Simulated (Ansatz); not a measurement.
`[CH3][InH][Br]` at its PBE0-D4/def2-TZVP geometry, where that method's forces vanish. The species carries charge 0 and has multiplicity 1. In takes the def2 core potential.

```xyz
7

C    -0.3840   -0.9881   -0.1971
In    0.1022    1.0009    0.3989
Br    2.2062    1.7929   -0.6927
H    -1.3050   -1.3378    0.2677
H    -0.4886   -1.0113   -1.2827
H     0.4401   -1.6467    0.0804
H    -0.5708    2.1901    1.4256
```

What forces (eV/Å) does PBE-D4/def2-TZVPP give on these atoms in Ansatz 0.2.0? (An estimate is asked.)

Ansatz gave: 
```
C1  -0.014 -0.056 -0.020
In2 -0.102  0.029  0.084
Br3  0.189  0.071 -0.098
H4  -0.173 -0.048  0.096
H5  -0.014  0.006 -0.202
H6   0.161 -0.114  0.053
H7  -0.048  0.112  0.086
```
